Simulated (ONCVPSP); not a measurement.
**holmium (Ho), ONCV: configuration errors across variants**

ONCVPSP 4.0.1 input, shortened (lines: element, Z, core and valence counts, functional; n l f; lmax; l rc ep ncon nbas qcut; lloc lpopt rc5 dvloc0; l nproj debl; icmod fcfact rcfact), PBE, fully relativistic:

```
  Ho 67.00   10    4        4      upf
    1    0    2.00
    2    0    2.00
    2    1    6.00
    3    0    2.00
    3    1    6.00
    3    2   10.00
    4    0    2.00
    4    1    6.00
    4    2   10.00
    4    3   10.00
    5    0    2.00
    5    1    6.00
    5    2    1.00
    6    0    2.00
    2
    0    2.40    0.00    4    8    4.80
    1    1.70    0.00    4    8    5.00
    2    2.65    0.00    4    9    6.30
    4    5    1.20    0.00
    0    2    3.90
    1    2    3.60
    2    2    0.40
    1    0.75    0.00
```

Open shells are filled in proportion to 2j + 1.

All-electron excitation energies from the reference (eV): (1) 5s2 5p6 5d1 6s1 6.943; (2) 5s2 5p6 5d1 6s0 19.540; (3) 5s2 5p6 5d1 6s1 6p1 3.077.

1 further variants failed, have other tests or too few solved ones, and are left out.

A true bound ghost makes a file unfit for plane-wave use even where its test errors are small: the radial tests pick states by their node count and pass the ghost by.

Errors AE − PS in meV (a dash: test not solved or not reliable):

```tsv
change	(1)	(2)	(3)	bound ghosts	GHOST(+) flags above zero
base	-3.0	-25	-1.3	none	s, p1/2
core correction Teter function, fcfact 3.5, rcfact 1.45	+2.3	+16	+0.8	none	s, p1/2
p: qcut 4.3	-3.0	-25	-1.2	none	s, p1/2
local potential polynomial inside 1.30 bohr (lpopt 1, dvloc0 0 Ha)	-3.2	-26	-1.5	none	s
d: qcut 6.7	-3.0	-25	-1.3	none	s, p1/2
local potential polynomial inside 1.20 bohr (lpopt 5, dvloc0 1.5 Ha)	-3.2	-25	-1.4	none	s, p3/2, p1/2
```

(1) Give the same row for: s: rc 3.32.

Answers

(1) -0.8, -30, -1.1; bound ghosts: s; GHOST(+) flags above zero: p1/2.
